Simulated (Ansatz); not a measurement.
Computed with Ansatz on PBE0-D4/def2-TZVP structures; ΔE is electronic, products minus reactants. CCSD(T)/CBS is the MP2 limit (def2-TZVPP, def2-QZVPP) plus CCSD(T) − MP2 in def2-TZVPP, frozen cores. This one scheme is used for every species. Functionals use def2-TZVPP. For Ga outer-core shells are correlated without core-valence functions, which leaves a few kJ/mol of doubt a bond. Scalar relativity is left out up to krypton.

Reaction (ligand exchange at a Ga–C bond): `O=[CH][GaH2]` + NH₃ → `[NH2][GaH2]` + `C=O`

`O=[CH][GaH2]`:

```xyz
6

O     1.466   -1.065    0.292
C     0.258   -0.989    0.304
Ga   -0.378    0.839   -0.253
H    -0.337   -1.884    0.604
H    -0.543    1.137   -1.781
H    -0.465    1.962    0.835
```

NH₃:

```xyz
4

N     0.022    0.249   -0.130
H     0.909   -0.237   -0.098
H    -0.296    0.351    0.826
H    -0.635   -0.362   -0.598
```

`[NH2][GaH2]`:

```xyz
6

N     0.674    0.460   -0.492
Ga   -0.608   -0.416    0.444
H     1.462    0.010   -0.926
H     0.682    1.455   -0.641
H    -0.453   -1.964    0.569
H    -1.757    0.454    1.045
```

`C=O`:

Cartesian coordinates in Å:
```
C -0.002 0.004 0.000
O 0.529 -1.066 -0.011
H 0.578 0.949 0.018
H -1.106 0.113 -0.007
```

| level | ΔE (eV) |
| --- | --- |
| r2SCANh-D4 | -0.78 |
| PBE | -0.70 |

Task: What does CCSD(T)/CBS give? (Best estimate.)

Result: The calculation gave: -0.83 eV. The listed levels differ from it by 0.05, 0.13 eV.

Largest T1 diagnostic among the species: 0.017.

From r2SCAN to r2SCAN0 (25 % exact exchange), in def2-TZVPP and without D4, ΔE moves by −0.03 eV. Leaving LDA and LC-ωPBE aside and taking each functional with its dispersion term where it has one, the values, not all of them listed here, spread over 0.15 eV, from PBE-QIDH to revPBE-D4. LDA lies −0.07 eV from PBE without D4.
